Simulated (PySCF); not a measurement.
## Br, SMILES `[Br]` (charge 0, multiplicity 2)

Calculation: PBE0-D4/def2-TZVP (PySCF).

* **highest occupied spin orbital**: -8.76 eV
* **dipole moment**: 0.00 D
* **total energy**: -2573.8119 Ha
* **cost**: around 1.5 core-seconds (rough)

Bonds (Å): .
Charge 0, spin multiplicity 2.
